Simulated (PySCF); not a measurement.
**Telling isomers of C6H9FSi apart by NMR**

Computational details: geometry: GFN2-xTB, GIAO PBE0/pcSseg-1 shieldings, in PySCF 2.14 (fast rotation and ring inversion assumed for equivalent nuclei, no solvent, relativity neglected, one computed conformer).

δ = σ(ref) − σ, references computed at the same level: 1H (σref 31.72), 13C (σref 186.93) against TMS. Splittings of carbon signals by F and P are missing where no couplings were computed. Where no couplings were computed, multiplicities follow the n + 1 count of equivalent neighbours, and m marks all less simple cases (inequivalent or close neighbours, rings, F or P nearby). Shifts are as computed. Against solution values, carbons near 30 ppm lie about +3 ppm off and those near 130 ppm about +5 ppm. Of 1211 compounds with measured shifts, 218 miss one by over three times the rms of a fit or turn the order of signals round; such compounds aren't used in these exercises.

(1) Tabulate the signals of `C#C[C@H](F)[SiH2]C(=C)C`, `CC#C[Si@H]1C[C@H](F)C1` and their relative energies.

(2) What is the quickest way to tell C#C[C@H](F)[SiH2]C(=C)C from CC#C[Si@H]1C[C@H](F)C1?

## Answers

(1) 
| SMILES | carbon types | δC | δH | E rel. (kcal/mol) |
| --- | --- | --- | --- | --- |
| C#C[C@H](F)[SiH2]C(=C)C | 2×C 2×CH 1×CH2 1×CH3 | 149.1, 137.7, 91.4, 87.3, 79.6, 28.5 | 6.14 (br s, 1H), 5.80 (br s, 1H), 5.39 (m, 1H), 4.52 (m, 1H), 4.49 (m, 1H), 2.69 (d, 1H), 2.24 (s, 3H) | 31.0 |
| CC#C[Si@H]1C[C@H](F)C1 | 2×C 1×CH 2×CH2 1×CH3 | 116.1, 90.4, 84.0, 27.9, 6.0 | 5.40 (m, 1H), 4.98 (m, 1H), 2.12 (s, 3H), 2.06 (m, 2H), 1.92 (m, 2H) | 0.0 |

Energies are electronic energies at PBE0/pcSseg-1 on these geometries, without zero-point or thermal terms, each for the one conformer computed, which needn't be the lowest.

(2) Count the carbon signals: 6 against 5. The first has a terminal =CH2 carbon at 137.7 ppm, the second an sp3 CH2 bonded to Si at 27.9 ppm. Their most deshielded carbons lie at 149.1 and 116.1 ppm. In the proton spectra the most deshielded non-exchanging signals are 6.14 (br s, 1H) and 5.40 (m, 1H).
